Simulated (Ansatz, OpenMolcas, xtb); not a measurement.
# How methods differ on GaSiH7O (SMILES [SiH3][OH+][GaH3-])

GaSiH7O: 10 atoms, total charge 0, spin state singlet. SMILES: `[SiH3][OH+][GaH3-]`. The coordinates come from a PBE0-D4/def2-TZVP relaxation.

Each level gives the HOMO–LUMO gap (eV). The values are calculated.

```csv
level,kind,program,value (eV),CPU time
GFN1-xTB,semi-empirical,xtb,5.50,under 2 s
HF/6-31G* (spherical functions),Hartree–Fock,Ansatz,13.04,2.9 s
SVWN5/6-31G* (spherical functions),LDA,Ansatz,4.73,5.2 s
PBE/6-31G* (spherical functions),GGA,OpenMolcas,4.91,45 s
M06-L/6-31G* (spherical functions),meta-GGA,OpenMolcas,5.79,58 s
PBE0/6-31G* (spherical functions),global hybrid,OpenMolcas,7.02,44 s
B3LYP/6-31G* (Cartesian functions),global hybrid,Ansatz,6.55,11 s
wB97X/6-31G* (spherical functions),range-separated hybrid,Ansatz,11.47,35 s
B2PLYP/6-31G* (spherical functions),double hybrid,OpenMolcas,9.28,25 s
```

All-electron rows without a relativistic Hamiltonian named are non-relativistic. The values span 4.73 to 13.04 eV. Orbital gaps aren't excitation energies, and those of double hybrids come from the SCF part alone; they tend to grow with the share of exact exchange. Times are those of the runs behind each value, whatever else they computed, on shared processors of several kinds: orders of magnitude only.
